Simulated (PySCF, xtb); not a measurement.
C3H6OSi, SMILES C#C[Si@@H](C)O. The values are those of a single conformer.

Harmonic wavenumbers (cm⁻¹) from GFN2-xTB (xtb 6.7.1) at its own minimum, in rising order: 111, 112, 152, 171, 226, 289, 308, 624, 639, 675, 683, 692, 734, 781, 825, 846, 900, 1385, 1493, 1500, 2199, 2217, 3023, 3032, 3058, 3353, 3686.

What does PBE-D3(BJ)/def2-SVP (PySCF) give at its own minimum? (Estimate from the structure and the level; the computed values follow.)

113, 136, 162, 215, 240, 327, 372, 580, 663, 689, 705, 716, 729, 809, 838, 863, 914, 1218, 1376, 1380, 2079, 2148, 2982, 3086, 3090, 3388, 3765. Paired by order, the mean absolute difference is 46 cm⁻¹ and the zero-point energies are 48.2 and 48.0 kcal/mol.
